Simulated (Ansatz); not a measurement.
```yaml
crystal:
  periodic: [false, false, false]
  atoms:
    - {symbol: N, position_ang: [-0.658489, -0.268960, -0.102207]}
    - {symbol: Si, position_ang: [0.417099, 0.180489, 0.079456]}
    - {symbol: F, position_ang: [0.527061, 0.677725, 1.109552]}
    - {symbol: S, position_ang: [0.678539, 0.862114, -0.935120]}
    - {symbol: H, position_ang: [-1.044456, 0.022213, -0.402334]}
    - {symbol: H, position_ang: [-0.822445, -0.926685, 0.120220]}
    - {symbol: H, position_ang: [0.905622, -0.696798, 0.336173]}
basis:
  gaussian: {orbitals: aug-cc-pVDZ}
magnetization: {spin_polarized: true, initial_magnetization: 1}
hamiltonian: {xc: {name: r2SCAN50}}
output: {forces: true}
```

```sh
$ ansatz run in.yaml --threads 4 --pin off --events-out ev --progress --plain --max-ram 10444MiB
```

Shortened log:

```
Functional definition: r2SCAN50
1248 factors; integrals over basis functions are off by at most 1.7e-4 eV
mean field evaluation 1: about -22875.0403 eV, gradient 6.7e1 eV
mean field evaluation 2: about -22869.1762 eV, gradient 7.2e1 eV
mean field evaluation 4: about -22891.0563 eV, gradient 3.6e0 eV
mean field evaluation 8: about -22891.5400 eV, gradient 1.1e0 eV
mean field evaluation 16: about -22891.6474 eV, gradient 2.3e-2 eV
mean field -22891.64747137 eV, -841.2525280570 hartree, gradient 4.9e-5 eV, S^2 0.757971; 2 other end points of the search recorded, 0 dependent functions left out
reference -22891.64750530 eV, -841.2525293038 hartree; 25, 24 occupied and 102, 103 virtual orbitals, 1248 factors
Total energy: -22891.64750530 eV, -841.2525293038 hartree
Atom 0 at    -0.658489    -0.268960    -0.102207 Å, force    15.611767   -45.428864    31.446007 eV/Å
Atom 1 at     0.417099     0.180489     0.079456 Å, force    20.341053   -48.457474    44.767884 eV/Å
Atom 2 at     0.527061     0.677725     1.109552 Å, force     6.922407    31.226351    65.096071 eV/Å
Atom 3 at     0.678539     0.862114    -0.935120 Å, force    27.280305    66.779318  -102.706528 eV/Å
Atom 4 at    -1.044456     0.022213    -0.402334 Å, force   -73.780781    52.616591   -54.594502 eV/Å
Atom 5 at    -0.822445    -0.926685     0.120220 Å, force    -9.221622   -35.010907    10.996544 eV/Å
Atom 6 at     0.905622    -0.696798     0.336173 Å, force    12.846871   -21.725015     4.994523 eV/Å
Dipole moment:    -0.456588    -0.152633     0.053699 e Å
```

Q: What is wrong with this run?

A: The geometry is squeezed to about two thirds of its size. The calculation finished and met its thresholds. The result belongs to that input, not to the molecule as meant.
